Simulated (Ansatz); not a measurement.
Basis-set extrapolation for C10H20 (`C=CCCCCCCCC`) (PBE0-D4/def2-TZVP geometry, frozen core, the Gaussian-basis code of Ansatz). Multiplicity 1, RHF reference.

```tsv
	def2-TZVPP	def2-QZVPP
HF	-390.445695	-390.463786
MP2 correlation	-1.735350	-1.842230
CCSD(T) correlation	-1.915083	not run
```

Energies in hartree. Use E(X) = E(∞) + A·exp(−7.88·√X) for Hartree–Fock and E(X) = E(∞) + B·X^(−2.97) for correlation, with X = 3 and 4, and add CCSD(T) minus MP2 of the smaller set to the MP2 limit.

Question: What is the CCSD(T) energy at the basis-set limit?

Answer: HF limit: -390.463786 + (-0.018091) × 0.13774 = -390.46628. MP2 limit: -1.842230 + (-0.106880) × 0.74074 = -1.92140. Higher-order term: -1.915083 − (-1.735350) = -0.17973. Total: -392.56741 hartree, 129.7 kcal/mol below CCSD(T)/def2-TZVPP.
